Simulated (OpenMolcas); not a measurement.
## Lines of As3+: computed and rescaled rates

```yaml
Program: OpenMolcas 26.06
Method: "MS-RASPT2, IPEA 0.25 Eh, imaginary shift 0.1 Eh (closed shells correlated: 3d)"
Basis: ANO-RCC-VTZP [6s5p3d1f]
Scalar_Hamiltonian: DKH2, point nucleus
Active_space: 2 electrons in 9 orbitals (RAS2 4s 4p; RAS3 4d, at most 2 electrons)
State_averaging: 2S+1 = 3 even, 3 roots; 2S+1 = 1 even, 7 roots; 2S+1 = 3 odd, 3 roots; 2S+1 = 1 odd, 3 roots
Spin-orbit_coupling: RASSI with atomic mean-field integrals over the reference wave functions, term energies averaged over their components
```

Rates come from the transition moments of the reference wave functions (E1 and E2 in the length form). At fixed line strength A goes as λ^-3 for E1 and M1 and as λ^-5 for E2, so a rate at the computed wavelength can be rescaled to the measured one. Measured vacuum wavelengths follow from level energies in Moore, Atomic Energy Levels, vol. II, NSRDS-NBS 35 (1971 reprint of NBS Circular 467, 1952). Branching counts decays inside the model space alone, at computed energies, and the table is only a selection of the E1 lines, drawn from those between levels with measured partners whose computed energy lies within a factor of 1.5 of the measured one.

| Upper | Lower | Type | λ computed (nm) | λ measured (nm) | A computed (s-1) | A rescaled (s-1) | Branching % |
| --- | --- | --- | --- | --- | --- | --- | --- |
| 4p2 3P1 | 4s 4p 3P* 2 | E1 | 97.18 | 98.06 | 1.88e+09 | 1.83e+09 | 39.7 |
| 4p2 3P1 | 4s 4p 3P* 1 | E1 | 95.15 | 95.69 | 1.20e+09 | 1.18e+09 | 25.4 |
| 4p2 3P2 | 4s 4p 3P* 2 | E1 | 94.99 | 95.33 | 3.45e+09 | 3.41e+09 | 73.8 |
| 4p2 3P2 | 4s 4p 3P* 1 | E1 | 93.05 | 93.08 | 1.20e+09 | 1.20e+09 | 25.8 |

The largest correction is for 4p2 3P1 → 4s 4p 3P* 2 (E1): 1.88e+09 × (97.18 / 98.06)^3 = 1.83e+09 s-1, a factor of 0.97.

The computed rate and branching of 4p2 3P2 → 4s 4p 3P* 2 give the upper level a radiative lifetime of 0.738 / 3.45e+09 s-1 = 2.14e-10 s, counting decays inside the model space alone.

No measured rate stands beside these. Rescaling mends the energy factor alone: line strengths can still be far off where a level mixes with configurations outside the active space, and weak or spin-changing lines hang on small mixing coefficients that depend on the term gaps too, so rescaling need not improve them.

Active for correlation alone: 4d; no level in the range computed is led by a configuration that fills it, so any true level of that kind is missing. Some terms mix strongly with configurations of 4d, whose occupation reaches 0.25 (4p2 1D). Measured partners are found by configuration, term and J. A level has none where our copy of the source lacks it or the pairing is in doubt (some pairs that miss far off the trend of their configuration count as doubtful). Only configurations of the active space appear.

* marks odd parity.
